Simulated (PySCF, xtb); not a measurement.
Cl₂H₈N₂Si₃, SMILES [SiH3]N[Si](Cl)(Cl)N[SiH3].

GFN2-xTB run with xtb at its own geometry gives an orbital gap of 5.38 eV and a dipole moment of 3.03 D.

The structure is a stationary point at B3LYP-D3(BJ)/def2-SVP. One conformer was computed; it need not be the lowest.

What does M06-2X/def2-TZVP (PySCF) give? (The exact figures need the calculation; the answer reports its results.)

gap 9.89 eV (levels -9.36 and 0.53 eV), dipole 2.10 D.
